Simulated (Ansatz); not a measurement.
Task: Name a neutral molecule of C, F, O, Si and H with zero-point energy (PBE0-D4/def2-TZVP) between 120 and 136 kJ/mol and HOMO–LUMO gap (ωB97M-V/def2-TZVPP) between 11.95 and 12.25 eV (Ansatz, PBE0-D4/def2-TZVP geometry).

Result: `O[SiH]1C=C1F` (122.5 kJ/mol, 12.15 eV); `O[Si]1(F)CO1` (127.7 kJ/mol, 11.97 eV). Other molecules can fit too; these were computed, each in one conformer that needn't be the lowest.
